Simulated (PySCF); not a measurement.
1-hydroxysiletane (C₃H₈OSi), SMILES O[SiH]1CCC1. Atoms are numbered in the order given.

```xyz
13

O      1.8969     0.7973    -0.2978
Si     0.5280     0.1577     0.4158
C     -1.1434     0.8632    -0.1043
C     -1.6453    -0.6171    -0.1615
C     -0.2893    -1.3783    -0.3284
H      2.6996     0.8433     0.2326
H      0.7446     0.0754     1.8952
H     -1.7165     1.5533     0.5316
H     -1.0781     1.2956    -1.1169
H     -2.1191    -0.8930     0.7948
H     -2.3820    -0.8182    -0.9565
H     -0.0241    -1.4780    -1.3944
H     -0.2228    -2.3708     0.1406
```
Charge 0, spin multiplicity 1.

Coordinates come from a B3LYP-D3(BJ)/def2-SVP optimisation. Other conformers were not sampled.

Two levels are set side by side: PBE/pcSseg-1 (PySCF) and PBE0/pcSseg-1 (PySCF). GIAO shifts against H2O (¹⁷O), TMS (²⁹Si), TMS (¹H), TMS (¹³C) at the same level; non-relativistic, no solvent, atoms listed together averaged. Differences are taken from unrounded values.

| quantity | PBE |
|---|---|
| δ(¹⁷O) of O1 (ppm) | 59.0 |
| δ(²⁹Si) of Si2 (ppm) | 6.3 |
| δ(¹³C) of C4 (ppm) | 18.0 |
| δ(¹H) of H6 (ppm) | 2.26 |
| δ(¹H) of H7 (ppm) | 5.83 |

Q: These are the PBE values. What does PBE0 give? (Estimate from the structure and the level; the computed values follow.)

A: 
```json
[
 {"quantity": "δ(¹⁷O) of O1 (ppm)", "PBE0": "49.3", "PBE minus PBE0": "9.8"},
 {"quantity": "δ(²⁹Si) of Si2 (ppm)", "PBE0": "6.1", "PBE minus PBE0": "0.2"},
 {"quantity": "δ(¹³C) of C4 (ppm)", "PBE0": "16.5", "PBE minus PBE0": "1.5"},
 {"quantity": "δ(¹H) of H6 (ppm)", "PBE0": "2.24", "PBE minus PBE0": "0.02"},
 {"quantity": "δ(¹H) of H7 (ppm)", "PBE0": "5.55", "PBE minus PBE0": "0.27"}
]
```

Rough cost on one machine, each run with all the roots and properties that it gave: PBE0 against PBE within a factor of 2.
